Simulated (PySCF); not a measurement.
C6H6N2S2.
Bonds: C1–S2, S2–C3, C3–C4 (aromatic), C4–N5 (aromatic), N5–C6 (aromatic), C6–C7, C7–S8 (double), C6–N9 (aromatic), N9–C10 (aromatic), C3–C10 (aromatic). Hydrogens: H11, H12, H13 on C1; H14 on C4; H15 on C7; H16 on C10.

Method: PySCF, PBE0-D3(BJ)/def2-SVP geometry optimisation, gas phase; density fitting, grid level 2; the optimiser is geomeTRIC in internal coordinates, started from a GFN2-xTB structure.

The end geometry, which sets the zero of energy:
```
atom  x, y, z in Å
C1     -3.0457   -0.9349    0.3795
S2     -2.4462    0.7593    0.4759
C3     -0.7209    0.5778    0.2968
C4      0.0833    1.7323    0.3244
N5      1.3947    1.6826    0.1961
C6      1.9583    0.4751    0.0344
C7      3.4220    0.4796   -0.1037
S8      4.3762   -0.8091   -0.3108
N9      1.2887   -0.6781   -0.0058
C10    -0.0247   -0.6314    0.1226
H11    -2.8169   -1.3929   -0.5934
H12    -4.1363   -0.8644    0.4881
H13    -2.6490   -1.5542    1.1967
H14    -0.3726    2.7215    0.4563
H15     3.8325    1.4994   -0.0503
H16    -0.5525   -1.5899    0.0865
```

**Question.** These geometries come from the run, each turned onto the end geometry. Order them by energy, lowest first.
A.
```
atom  x, y, z in Å
C1     -3.0451   -0.9589    0.3774
S2     -2.4386    0.7515    0.4729
C3     -0.7150    0.5854    0.2958
C4      0.0824    1.7426    0.3258
N5      1.3833    1.7015    0.2004
C6      1.9565    0.4999    0.0369
C7      3.3886    0.4876   -0.0998
S8      4.2823   -0.8511   -0.3084
N9      1.2848   -0.6505   -0.0029
C10    -0.0184   -0.6168    0.1230
H11    -2.7960   -1.3877   -0.5886
H12    -4.1233   -0.8909    0.4832
H13    -2.6300   -1.5459    1.1912
H14    -0.3660    2.7188    0.4556
H15     3.8592    1.4643   -0.0547
H16    -0.5140   -1.5770    0.0855
```
B.
```
atom  x, y, z in Å
C1     -3.0444   -0.9280    0.3801
S2     -2.4485    0.7650    0.4763
C3     -0.7236    0.5754    0.2969
C4      0.0848    1.7264    0.3237
N5      1.3970    1.6729    0.1950
C6      1.9549    0.4641    0.0339
C7      3.4213    0.4732   -0.1043
S8      4.4095   -0.7865   -0.3126
N9      1.2829   -0.6857   -0.0059
C10    -0.0304   -0.6350    0.1227
H11    -2.8130   -1.3867   -0.5933
H12    -4.1371   -0.8617    0.4880
H13    -2.6457   -1.5473    1.1980
H14    -0.3703    2.7174    0.4557
H15     3.8152    1.5024   -0.0478
H16    -0.5618   -1.5931    0.0869
```
C.
```
atom  x, y, z in Å
C1     -3.0419   -0.9417    0.3786
S2     -2.4452    0.7535    0.4751
C3     -0.7185    0.5796    0.2967
C4      0.0785    1.7390    0.3255
N5      1.3903    1.6978    0.1980
C6      1.9630    0.4945    0.0357
C7      3.4266    0.4930   -0.1029
S8      4.2907   -0.8571   -0.3073
N9      1.2990   -0.6615   -0.0052
C10    -0.0150   -0.6253    0.1222
H11    -2.8118   -1.3997   -0.5942
H12    -4.1328   -0.8754    0.4867
H13    -2.6441   -1.5607    1.1956
H14    -0.3837    2.7254    0.4577
H15     3.8715    1.4990   -0.0538
H16    -0.5356   -1.5875    0.0851
```

**Answer.** B (0.004 eV), C (0.018 eV), A (0.065 eV).

In the order of the answer:

```
step  E above end (eV)  largest force (eV/Å)  rms force component (eV/Å)  rms distance from end (Å)  rms bond change (Å)  bond most changed (Å)
   1             0.004                  0.26                       0.063                      0.013                0.002          C7–H15 +0.003
   2             0.018                  0.37                       0.085                      0.029                0.000           C7=S8 -0.001
   0             0.065                  1.19                       0.339                      0.036                0.013           C6–C7 -0.032
```

The cost below is that of the whole optimisation. On an Arm Neoverse V2 with one thread, shared host with 96 logical CPUs at a one-minute load of 74, this took 2.2 min wall and 0.84 GiB of memory at its peak.
